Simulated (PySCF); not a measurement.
## Ionisation energy of Ag by level of theory

Ag [Kr] 4d10 5s1 (2S) → Ag⁺ [Kr] 4d10 (1S), as a difference of total energies. All numbers are calculated (PySCF 2.14, the spin-free X2C one-electron Hamiltonian (Gaussian nucleus), in x2c-TZVPPall with one added diffuse shell each of s, p, d, f type (9s7p7d3f1g, 95 functions)). Correlated levels: valence: [Kr] frozen. The calculations carry no spin-orbit coupling.

Task: Order these methods by the ionisation energy they give, lowest first.
A. SCS-MP2 (valence)
B. CCSD(T) (valence)
C. CCSD (valence)
D. UHF

Result: D (6.356 eV), A (7.281 eV), C (7.307 eV), B (7.403 eV).

Errors of the correlated levels include the incompleteness of this basis and the frozen core.

For comparison: 7.576 eV (measured; NIST Atomic Spectra Database, ionization energies).
